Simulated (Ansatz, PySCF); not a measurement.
GeHFBr₂, SMILES [F][GeH]([Br])[Br]. Atoms are numbered in the order given.

```xyz
5

Ge     0.3418     0.6693     0.0000
F     -0.7692     2.0032     0.0000
Br    -0.0857    -0.5679    -1.8881
Br    -0.0857    -0.5679     1.8881
H      1.7637     1.2364     0.0000
```
Charge 0, spin multiplicity 1.

Geometry optimised at B3LYP-D3(BJ)/def2-SVP. The structure was generated by enumeration, and PubChem lists no compound with its InChIKey, so it may never have been made.

Two levels are set side by side: PBE-D3(BJ)/def2-SVP (Ansatz, a quantum-chemistry and plane-wave program) and B3LYP-D3(BJ)/def2-SVP (Ansatz). Each level has its own optimised geometry; the coordinates shown are those of the second. Frequencies come from the Hessian of PySCF at each geometry. Differences are taken from unrounded values.

| quantity | B3LYP-D3(BJ) |
|---|---|
| mean bond length (Å) | 1.965 |
| bond Ge1–F2 (Å) | 1.736 |
| bond Ge1–Br3 (Å) | 2.298 |
| bond Ge1–Br4 (Å) | 2.298 |
| bond Ge1–H5 (Å) | 1.531 |
| highest harmonic wavenumber (cm⁻¹) | 2181 |
| mean harmonic wavenumber (cm⁻¹) | 598 |
| zero-point energy (kcal/mol) | 7.69 |

Problem. What does PBE-D3(BJ) give, and how far is it from B3LYP-D3(BJ)? (An estimate is asked for; the answer gives what the named calculation found.)

Solution. 
```tsv
quantity	PBE-D3(BJ)	PBE-D3(BJ) minus B3LYP-D3(BJ)
mean bond length (Å)	1.973	0.008
bond Ge1–F2 (Å)	1.749	0.013
bond Ge1–Br3 (Å)	2.301	0.003
bond Ge1–Br4 (Å)	2.301	0.003
bond Ge1–H5 (Å)	1.543	0.012
highest harmonic wavenumber (cm⁻¹)	2117	-64
mean harmonic wavenumber (cm⁻¹)	579	-19
zero-point energy (kcal/mol)	7.44	-0.25
```

Exact exchange shortens and stiffens bonds; PBE has none. Differences between two approximate levels are no errors against the true value.
